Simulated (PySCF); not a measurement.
# Frontier levels across methods

C2HBF4S.
Atom-mapped SMILES: `[F:1][BH:2][S:3][C:4]([F:5])=[C:6]([F:7])[F:8]` (hydrogens: H9 on B2)

Structure used (PBE0-D3(BJ)/def2-SVP), in Å, numbered top down from 1:
```
atom  x, y, z in Å
F1     0.3893   -0.7987    1.7853
B2     1.2154   -1.2211    0.8529
S3     0.8982   -0.8645   -0.8901
C4    -0.6266    0.0047   -0.7739
F5    -1.7296   -0.7118   -0.5783
C6    -0.7275    1.3291   -0.9104
F7    -1.8595    1.9777   -0.8799
F8     0.2960    2.1189   -1.0872
H9     2.2020   -1.8513    1.1388
```

Basis pcSseg-1 throughout (PySCF), one geometry. Isolated species at its PBE0-D3(BJ)/def2-SVP geometry (one conformer only).

Task: How do the orbital energies, the gap and the dipole change with the method?

Result: 
| method | kind | HOMO (eV) | LUMO (eV) | gap (eV) | μ (D) | SCF cycles |
| --- | --- | --- | --- | --- | --- | --- |
| BLYP | GGA | -6.08 | -1.86 | 4.21 | 0.85 | 15 |
| B97-D | GGA | -6.23 | -1.87 | 4.36 | 0.90 | 16 |
| BP86 | GGA | -6.34 | -2.10 | 4.24 | 0.84 | 15 |
| B3LYP | global hybrid | -7.36 | -1.31 | 6.04 | 1.08 | 13 |
| PBE0 | global hybrid | -7.59 | -1.12 | 6.47 | 1.07 | 13 |
| mPW1PW91 | global hybrid | -7.64 | -1.13 | 6.51 | 1.11 | 13 |
| BHandHLYP | global hybrid | -8.82 | -0.09 | 8.73 | 1.37 | 13 |
| CAM-B3LYP | range-separated hybrid | -8.93 | 0.02 | 8.95 | 1.17 | 13 |

The HOMO spans 2.86 eV, from BLYP down to CAM-B3LYP, and the gap runs from 4.21 eV (BLYP) to 8.95 eV (CAM-B3LYP). Over the methods BLYP (0 %), B97-D (0 %), BP86 (0 %), B3LYP (20 %), PBE0 (25 %), mPW1PW91 (25 %), BHandHLYP (50 %), a straight line through the gap against the share of exact exchange rises by 0.89 eV for each 10 % (correlation coefficient 1.000). The dipole ranges from 0.84 D (BP86) to 1.37 D (BHandHLYP). This basis has no diffuse functions.
